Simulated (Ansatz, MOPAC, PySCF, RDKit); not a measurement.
Dimer: H2O (SMILES O) (first 3 atoms) with CH2O (SMILES C=O); geometry from B3LYP-D3(BJ)/def2-TZVP, rigid monomers moved along the line of their centres of mass till H2···O5 is 2.78 Å.
(charge 0, multiplicity 1):
```csv
atom,x (Å),y (Å),z (Å)
O,0.2747,-0.1146,0.5396
H,-0.4627,-0.4410,1.0783
H,-0.0426,-0.1115,-0.3678
C,-0.6184,-0.4491,4.3228
O,-1.4973,-0.8732,3.6175
H,0.3018,-0.0116,3.9003
H,-0.7009,-0.4823,5.4239
```

Counterpoise-corrected where a basis set is named; no monomer relaxation.

Correlated levels freeze the cores. Rows in 6-31G* carry no dispersion term and start afresh at each structure (6-31G* with six Cartesian d functions). The state that PM7 reach isn't checked; PM7 holds dispersion and hydrogen-bond terms.

Codes used: Ansatz (an electronic-structure program); MOPAC for PM7 (differences of heats of formation); PySCF for 6-31G* rows, the dispersion terms; RDKit for the force fields. 

```csv
level,interaction energy (kcal/mol)
MMFF94,-3.32
PM7,-3.14
PBE-D4/def2-TZVPPD,-2.93
r2SCAN/def2-TZVPPD,…
r2SCAN-D3(BJ)/def2-TZVPPD,-2.85
B3LYP/6-31G*,-2.38
B3LYP/def2-TZVPPD,-2.34
PBE0-D3(BJ)/def2-TZVPPD,-2.97
CCSD(T)/aug-cc-pVTZ,-2.83
```

Task: Fill in the missing entries.

Result: 
- r2SCAN/def2-TZVPPD, interaction energy (kcal/mol): -2.69
